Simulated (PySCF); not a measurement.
## Au(2+): excitation energy

Au(2+) [Xe] 4f14 5d9 (2D) → Au(2+) [Xe] 4f14 5d8 6p1 (high-spin determinant), as a difference of total energies. Computed with PySCF 2.14 in aug-cc-pwCVTZ-PP with ECP60MDF (8s8p7d4f3g, 122 functions), with a scalar-relativistic core potential. Correlated levels: valence: 5s2 5p6 frozen; valence and next inner shell: nothing frozen outside the core potential. The calculations carry no spin-orbit coupling.

```json
{"method": "UHF", "excitation energy (eV)": "11.914"}
{"method": "LDA", "excitation energy (eV)": "12.585"}
{"method": "PBE", "excitation energy (eV)": "12.375"}
{"method": "PBE0", "excitation energy (eV)": "12.485"}
{"method": "r2SCAN", "excitation energy (eV)": "12.224"}
{"method": "revPBE", "excitation energy (eV)": "12.359"}
{"method": "MN15", "excitation energy (eV)": "12.880"}
{"method": "PW91", "excitation energy (eV)": "12.375"}
{"method": "MP2 (valence)", "excitation energy (eV)": "12.866"}
{"method": "SCS-MP2 (valence)", "excitation energy (eV)": "12.984"}
{"method": "MP2 (valence and next inner shell)", "excitation energy (eV)": "12.719"}
{"method": "SCS-MP2 (valence and next inner shell)", "excitation energy (eV)": "12.754"}
```

How much does correlation contribute at MP2 (valence and next inner shell)?

12.719 − (11.914) = 0.805 eV, measured against UHF.

The determinant of the upper state mixes LS terms, which raises its energy above the lowest term, most at the Hartree-Fock and MP2 levels.
